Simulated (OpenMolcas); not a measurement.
# Ti3+: effect of the metal basis

Ti3+ with its 6 nearest fluoride ions at 1.965 Å, on the Ga site of K2NaGaF6 (a = 8.246 Å, distance in the model lattice 1.938 Å). The rest of the host is ab initio model potentials to 7.6 Å and point charges beyond; the distance is set by hand and nothing relaxes.

- Program: OpenMolcas 26.06
- Method: SS-CASPT2, IPEA 0.25 Eh, imaginary shift 0.1 Eh (closed shells correlated: 3s 3p and the ligand valence shells)
- Spin-orbit coupling: RASSI with atomic mean-field integrals over the reference wave functions

Fixed: ligand basis ANO-RCC-VDZP, active space 1 electron in 5 orbitals (3d), DKH2 Hamiltonian.

States (labels of O, the rotations of Oh). Energies in cm-1 above the lowest state or level, χT in cm3 K/mol; under a threefold ground state the first gap can be a small split of the lowest multiplet, not the spin-orbit step; 10Dq is the gap between the two states.

```
Run   Metal basis  Ground state  First state of that spin   10Dq  First gap with spin-orbit (degeneracies)  χT at 300 K                     Cost
  A  ANO-RCC-VDZP           2T2                  2E 19360  19363                                220 (4, 2)        0.445  roughly 23 core-seconds
  B  ANO-RCC-VTZP           2T2                  2E 18660  18655                                220 (4, 2)        0.446  roughly 40 core-seconds
```

Against A, |10Dq| changes by -3.7 % in B.

Costs are those of the CASPT2 steps.

Roots that are degenerate in the reference are averaged as groups; the widest CASPT2 spread within a group is 140 cm-1 (the 3-fold group of multiplicity 2 near 0 cm-1 above the lowest state of its run, A). Shifts and gaps below about the spread of the groups concerned are not significant. Over all roots computed the reference weight is 0.74 in A, 0.74 in B; a low but even weight reflects the number of correlated electrons. An orbital triplet at a regular site is open to Jahn-Teller coupling, which can distort the site and quench the lowest spin-orbit gaps and is left out. Ligand-to-metal charge-transfer states are missing. With one d shell and no ligand orbital active, 10Dq can be off by a tenth or more. No measured value stands beside these numbers; the geometry was set by hand and not optimised.
